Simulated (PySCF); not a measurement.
Simulated absorption spectrum

C₂H₅F₃OSi.
SMILES: `C(O[C@H]([SiH3])F)(F)F`

Computed, not measured: TDDFT CAM-B3LYP/def2-SVPD, vertical, gas phase, core orbitals frozen in the response (PySCF 2.14.0, density-fitted response routines). The structure is a single GFN2-xTB conformer in the gas phase; no vibrational or solvent corrections. Torsions of this conformer, `[F:1][CH:2]([F:3])[O:4][C@@H:5]([F:6])[SiH3:7]`: F1–C2–O4–C5 73°, C2–O4–C5–F6 65°.

Computed states:

| state | E (eV) | f |
| --- | --- | --- |
| S1 | 8.18 | 0.041 |
| S2 | 8.57 | 0.012 |
| S3 | 8.87 | 0.034 |
| S4 | 9.12 | 0.042 |
| S5 | 9.18 | 0.0072 |
| S6 | 9.28 | 0.145 |
| S7 | 9.44 | 0.021 |
| S8 | 9.51 | 0.049 |

Broadening: Gaussians 0.25 eV wide at half height, area fixed by f = 4.319×10⁻⁹ ∫ε dν̃. The width is an assumption, not a result. The curve ends short of the highest state used, and states not computed would add to its high-energy end.

Question: Give the broadened spectrum and its maxima.

Answer: 
```csv
λ (nm),ε (L mol⁻¹ cm⁻¹)
139.1,4138
139.9,3993
140.8,3334
141.7,2381
142.5,1751
143.4,1479
144.2,1440
145.1,1323
145.9,1087
146.8,846
147.7,922
148.5,1432
149.4,2475
150.2,3531
151.1,4334
151.9,4357
152.8,3609
153.7,2450
154.5,1477
155.4,701
156.2,311
157.1,106
157.9,35
158.8,9
```

Maxima: 152 nm (8.18 eV), ε about 4400, made up of S1 (100%) (ε in L mol⁻¹ cm⁻¹; maxima over ε = 5, shares over 10%). At its high-energy end, 8.91 eV, the curve is still rising (ε about 4100, from S3 and S4).

Question: Coming from long wavelengths, where does ε first pass 100 L mol⁻¹ cm⁻¹?

Answer: At about 157 nm (7.89 eV), 0.29 eV below S1.

Question: What would ε be at 8.18 eV, the highest of these maxima, with half the width (0.125 eV)?

Answer: About 8860 L mol⁻¹ cm⁻¹ against 4440, a factor of about 2.00; a lone state at its own centre would give exactly 2.

Without π bonds the low states are Rydberg-like; a valence basis with one diffuse set may place them up to an eV too high.
